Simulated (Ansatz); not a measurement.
Stepwise reaction of `C[Se][Al]([F])[F]` with hydrogen chloride, as a gas-phase model of exchange steps in deposition or etching. ΔE in kJ/mol.

Program: Ansatz. Geometries: PBE0-D4/def2-TZVP. ΔE: electronic, gas phase. CCSD(T)/CBS is the MP2 limit (def2-TZVPP, def2-QZVPP) plus CCSD(T) − MP2 in def2-TZVPP, frozen cores. This one scheme is used for every species. DFT in def2-TZVPP. B3LYP here is the variant with VWN-RPA as its local correlation; programs differ in this. For Se outer-core shells are correlated without core-valence functions, which leaves a few kJ/mol of doubt a bond. Scalar relativity is left out up to krypton. One conformer a species, not always the lowest.

```json
{"step": "1", "reaction": "`C[Se][Al]([F])[F]` + HCl → `C[Se][Al]([F])[Cl]` + H–F", "PBE-D4": "16.3", "B3LYP-D4": "21.9", "ωB97M-V": "19.6", "CCSD(T)/CBS": "17.4"}
{"step": "2", "reaction": "`C[Se][Al]([F])[Cl]` + HCl → `C[Se][Al]([Cl])[Cl]` + H–F", "PBE-D4": "16.3", "B3LYP-D4": "22.7", "ωB97M-V": "20.5", "CCSD(T)/CBS": "17.4"}
```

Question: By hand: ΔE of the 2 steps together at CCSD(T)/CBS.

Answer: (17.4) + (17.4) = 34.8 kJ/mol, or 17.4 kJ/mol a step.

In ΔE the steps differ by no more than 0.0 kJ/mol. All are uphill at CCSD(T)/CBS. PBE-D4 differs from CCSD(T)/CBS by -1.1 to -1.1 kJ/mol a step. Isolated molecules leave out the surface, adducts and barriers. Largest T1 diagnostic: 0.011.
